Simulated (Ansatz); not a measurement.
Ansatz (a program for electronic structure) input (PBE0/def2-SVP):

Ansatz 0.2 input:
```yaml
crystal:
  periodic: [false, false, false]
  atoms:
    - {symbol: Si, position_ang: [-0.09098355, 0.53683524, -0.85543073]}
    - {symbol: N, position_ang: [-1.51337229, 0.71583745, 0.01395871]}
    - {symbol: Si, position_ang: [-2.70584079, -0.53767568, 0.42245414]}
    - {symbol: O, position_ang: [1.18614990, 0.15523174, 0.39774163]}
    - {symbol: Si, position_ang: [2.86700450, -0.37446457, 0.17485949]}
    - {symbol: H, position_ang: [-0.00004396, -0.67238036, -1.67567088]}
    - {symbol: H, position_ang: [0.43822000, 1.76942092, -1.44526822]}
    - {symbol: H, position_ang: [-1.78842702, 1.66748469, 0.23113026]}
    - {symbol: H, position_ang: [-3.96411513, -0.27910852, -0.29726051]}
    - {symbol: H, position_ang: [-2.06369386, -1.79313503, -0.01674084]}
    - {symbol: H, position_ang: [-2.91339252, -0.52994636, 1.88252472]}
    - {symbol: H, position_ang: [3.66048266, 0.58276468, 0.95348967]}
    - {symbol: H, position_ang: [2.99381816, -0.24777961, -1.28142789]}
    - {symbol: H, position_ang: [2.90491365, -1.75168366, 0.67887838]}
    - {symbol: H, position_ang: [0.85412251, 0.25591723, 1.30434045]}
basis:
  gaussian:
    orbitals: def2-SVP
hamiltonian:
  xc: {name: PBE0}
total_charge: 1
```

Output:

```
Functional definition: PBE0
integrals: 0.08 GiB planned
1483 factors; their error is unknown
0.17 GiB of the device are held for the grids
0.65 GiB of device memory are held for the factors and their scratch space
mean field: 0.49 GiB planned
mean field evaluation 1: about -27291.6686 eV, gradient 8.0e1 eV
mean field evaluation 2: about -27270.7687 eV, gradient 1.2e2 eV
mean field evaluation 4: about -27303.6479 eV, gradient 8.0e0 eV
mean field evaluation 8: about -27303.7701 eV, gradient 2.3e-2 eV
mean field evaluation 16: about -27303.9186 eV, gradient 4.7e-5 eV
mean field -27303.91863984 eV, -1003.4005027534 hartree, gradient 4.7e-5 eV, S^2 0.000000; 0 other end points of the search recorded, 0 dependent functions left out
reference -27303.91867337 eV, -1003.4005039857 hartree; 33, 33 occupied and 99, 99 virtual orbitals, 1483 factors
Total energy: -27303.91867337 eV, -1003.4005039857 hartree
```

It need not be the lowest isomer of its formula.
